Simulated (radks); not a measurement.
Results of a calculation; reference values are marked as such.
Spherical quantum dot in the effective-mass picture: electrons in a well V = -V0 / (1 + exp((r - R)/a)) with V0 = 17.9, R = 3.49, a = 0.25, all in effective atomic units (hartree* = m*/eps^2 hartree, bohr* = eps/m* bohr), one dielectric constant everywhere. Level of theory: non-relativistic Kohn-Sham, LDA (Slater exchange, Perdew-Wang correlation), spin-polarised, spherical densities (a radial shooting solver with Libxc functionals). Levels are named by radial order and angular momentum (1s, 1p, 1d, 2s, ...), and open shells are averaged over m.

N = 18, configuration 1s2 1p6 1d10. This is the lowest configuration that the search found. Occupied and some empty levels:

| level | occupation | eigenvalue (hartree*) | <r> (bohr*) |
|---|---|---|---|
| 1s | 2 | -10.221 | 2.082 |
| 1p | 6 | -9.9351 | 2.226 |
| 1d | 10 | -9.4809 | 2.340 |
| 1f | 0 | -8.8861 | 2.434 |
| 2s | 0 | -8.7654 | 1.600 |
| 2p | 0 | -7.9988 | 1.865 |

Energy (hartree*): total -237.416, kinetic 18.234, external -312.57, Hartree 65.071, exchange-correlation -8.1560. Static polarisability (adiabatic kernel): 14.41 bohr*^3.

Electron density:

| r (bohr*) | n(r) (e/bohr*^3) |
|---|---|
| 0.0930 | 0.01688 |
| 0.327 | 0.02006 |
| 0.560 | 0.02786 |
| 0.794 | 0.04230 |
| 1.03 | 0.06564 |
| 1.26 | 0.09929 |
| 1.50 | 0.1418 |
| 1.73 | 0.1865 |
| 1.96 | 0.2213 |
| 2.20 | 0.2293 |
| 2.43 | 0.1990 |
| 2.66 | 0.1369 |
| 2.90 | 0.06910 |
| 3.13 | 0.02363 |
| 3.37 | 0.005158 |
| 3.60 | 0.0007374 |
| 3.83 | 0.00007661 |
| 4.07 | 6.660e-06 |
| 4.30 | 5.390e-07 |
| 4.53 | 4.353e-08 |
